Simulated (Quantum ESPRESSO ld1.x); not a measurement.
Q: These are the eigenvalues of the occupied orbitals of an atom or ion with whole-number occupations (hartree). All-electron calculation, scalar-relativistic Kohn-Sham, relativistic LDA (MacDonald-Vosko exchange, VWN5 correlation), spin-unpolarised, spherical densities, point nucleus. Program: ld1.x of Quantum ESPRESSO 7.5.

orbital  eigenvalue
1s         -2847.71
2s         -618.298
2p         -558.966
3s         -237.917
3p         -220.403
4s         -123.191

Which element is it, and in what charge state? The configuration may be excited.

A: Z = 76, osmium, charge +56: Os56+ in [Ar] 4s2. The list shows which subshells hold electrons but not how many an open one holds; the 1s level, -2847.7 hartree, gives Z - s = 75.5 by -(Z - s)^2/2, which with screening and relativity narrows Z to a few neighbours, and the depths of the outer levels then fix element, charge and occupations together.
